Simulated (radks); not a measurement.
Gd24+, 40 electrons, occupied as [Kr] 4d4 (the NIST ground configuration). Method: scalar-relativistic Kohn-Sham, TASK exchange with Perdew-Wang LDA correlation, spin-unpolarised, spherical densities, finite nucleus; meta-GGA in the generalised Kohn-Sham scheme; Fermi nuclear charge, rms radius 5.1569 fm; computed with a radial shooting solver on a logarithmic mesh with Libxc functionals.

Unscreened Slater integrals over Kohn-Sham orbitals (cm^-1).

F0(4d,4d): 361590
F2(4d,4d): 185620
F4(4d,4d): 126280
F0(4d,4p): 364470
F2(4d,4p): 188410
G1(4d,4p): 236420
G3(4d,4p): 150830
F0(4d,4s): 370080
G2(4d,4s): 186410
F0(4d,3d): 467110
F2(4d,3d): 129810
F4(4d,3d): 63947
G0(4d,3d): 41847
G2(4d,3d): 52174
G4(4d,3d): 40809
F0(4p,4p): 368180
F2(4p,4p): 193380
F0(4p,4s): 373870
G1(4p,4s): 254330
F0(4p,3d): 469090
F2(4p,3d): 128710
G1(4p,3d): 41707
G3(4p,3d): 41743
F0(4s,4s): 380040
F0(4s,3d): 479490
G2(4s,3d): 43108
F0(3d,3d): 908160
F2(3d,3d): 461060
F4(3d,3d): 296200

Derived for the open shells (J is the average intra-shell exchange parameter used in DFT+U). 4d: Racah B = F2/49 - 5 F4/441 = 2357 cm^-1, C = 35 F4/441 = 10020 cm^-1, C/B = 4.25, F4/F2 = 0.680, J = (F2 + F4)/14 = 22280 cm^-1.
